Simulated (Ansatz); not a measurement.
`Cl/C=C(/Cl)Br`. Total charge 0; spin multiplicity 1. The geometry is a stationary point of PBE0-D4/def2-TZVP.

```xyz
6

Cl   -1.193    1.755    0.283
C    -0.640    0.147    0.330
C     0.494   -0.273   -0.220
Cl    0.945   -1.920   -0.105
Br    1.677    0.837   -1.142
H    -1.284   -0.547    0.853
```

(1) What is the dipole moment at B3LYP/def2-TZVPP? (Best estimate.)

(2) And with PBE, r2SCAN, ωB97M-V? (Estimate.)

(3) Give the Mulliken charges with B3LYP, PBE, ωB97M-V in def2-TZVPP. (An estimate is asked.)

Results:

(1) Computed: 0.75 D, with components (-0.49, -0.42, 0.38) D in this frame, pointing from negative to positive charge.

(2) Computed: PBE 0.70 D, r2SCAN 0.77 D, ωB97M-V 0.78 D.

(3) Ansatz gave: 
```json
{"atom": "Cl1", "B3LYP": "-0.05", "PBE": "-0.04", "ωB97M-V": "-0.02"}
{"atom": "C2", "B3LYP": "-0.05", "PBE": "-0.05", "ωB97M-V": "-0.07"}
{"atom": "C3", "B3LYP": "0.00", "PBE": "0.01", "ωB97M-V": "-0.05"}
{"atom": "Cl4", "B3LYP": "-0.05", "PBE": "-0.04", "ωB97M-V": "-0.02"}
{"atom": "Br5", "B3LYP": "0.01", "PBE": "0.01", "ωB97M-V": "0.03"}
{"atom": "H6", "B3LYP": "0.14", "PBE": "0.12", "ωB97M-V": "0.13"}
```

B3LYP here is the variant with VWN-RPA as its local correlation; programs differ in this.
